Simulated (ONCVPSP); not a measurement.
## Before and after: ONCV potential for calcium

```json
{"Element": "Ca (Z = 20)", "Generator": "ONCVPSP 4.0.1", "Type": "optimised norm-conserving Vanderbilt (ONCV)", "Functional": "PBE", "Relativity": "scalar-relativistic", "Frozen core": "[Ne]", "Valence charge": "10", "Reference configuration": "3s2 3p6 4s1 4p1", "Partial waves": "3s+4s: rc 2.20 bohr, ncon 4, nbas 8, qcut 6.1 1/bohr, 2 projectors; 3p+4p: rc 2.50 bohr, ncon 4, nbas 9, qcut 6.4 1/bohr, 2 projectors; d scattering state at 0.08 Ha: rc 2.20 bohr, ncon 4, nbas 7, qcut 4.7 1/bohr, local", "Local potential": "the d channel", "Core correction": "none"}
```

In the d channel the program set the typed energies aside and used -0.111 Ha.

Change: all radii scaled by about 1.10 (s 2.42, p 2.76, d 2.42 bohr).

Cutoffs: the cutoffs (Ha) at which the residual kinetic energy of the hardest occupied pseudo-wave falls to 1 and 0.1 mHa per electron; they do not see the model core or the augmentation charge, which bear on the density cutoff. Errors are all-electron minus pseudo energies relative to the spin-unpolarised reference configuration.

**Question.** What does the change do?

**Answer.** The potential gets neither clearly harder nor softer (12 Ha and 15 Ha → 12 Ha and 14 Ha); both files keep a bound ghost (s); of the 4 tests that both files solve, the error grows in 3 and shrinks in 0 by more than 15 % and 0.3 meV (median size 0.4 → 1.0 meV). More of the atom is replaced by a form fitted at one configuration, so other configurations suffer.

| quantity | base | changed |
| --- | --- | --- |
| cutoff, loose | 12 Ha | 12 Ha |
| cutoff, tight | 15 Ha | 14 Ha |
| loose cutoff by channel | s 5.8 Ha, p 12 Ha | s 6.0 Ha, p 12 Ha |
| bound ghosts | s | s |
| GHOST(+) flags under 300 eV | none | none |
| error for 3s2 3p6 4s2 4p0, meV [ΔE -2.42 eV] | -0.5 | -1.1 |
| error for 3s2 3p6 4s1 4p0, meV [ΔE 3.89 eV] | -0.4 | -0.7 |
| error for 3s2 3p6 4s0 4p0, meV [ΔE 15.71 eV] | -2.2 | -4.5 |
| error for 3s2 3p6 4s0 4p2, meV [ΔE 2.53 eV] | -0.3 | -0.9 |

 A true bound ghost makes a file unfit for plane-wave use even where its test errors are small: the radial tests pick states by their node count and pass the ghost by.
